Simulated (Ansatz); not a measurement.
```yaml
crystal:
  periodic: [false, false, false]
  atoms:
    - {symbol: F, position_ang: [-1.565413, 0.825509, -0.772935]}
    - {symbol: Mg, position_ang: [-0.157915, 0.062099, -0.080342]}
    - {symbol: Br, position_ang: [1.712429, -0.952408, 0.839977]}
basis:
  gaussian: {orbitals: def2-SVP}
hamiltonian: {xc: {name: HF}}
correlation: {active_space: {window: {electrons: 3, orbitals: 2}}}
accuracy: high
output: {forces: true}
```

```sh
$ ansatz run in.yaml --threads 2 --pin off --events-out ev --progress --plain --max-ram 32768MiB --backend cpu
```

Question: How does Ansatz answer? (An estimate is asked.)

Answer: Computed: The run stopped with an error.
```
Functional definition: HF
1065 factors; integrals over basis functions are off by at most 4.7e-9 eV
mean field evaluation 1: about -78125.6415 eV, gradient 3.3e1 eV
mean field evaluation 2: about -78125.6919 eV, gradient 3.3e1 eV
mean field evaluation 4: about -78127.8990 eV, gradient 1.3e0 eV
mean field evaluation 8: about -78127.9273 eV, gradient 6.5e-2 eV
mean field evaluation 16: about -78127.9273 eV, gradient 1.6e-8 eV
mean field -78127.92729738 eV, -2871.1483711676 hartree, gradient 1.6e-8 eV, S^2 0.000000; 0 other end points of the search recorded, 0 dependent functions left out
reference -78127.92729738 eV, -2871.1483711676 hartree; 28, 28 occupied and 36, 36 virtual orbitals, 1065 factors
Error: 3 electrons in 2 orbitals form no window around the highest filled level of the reference
```
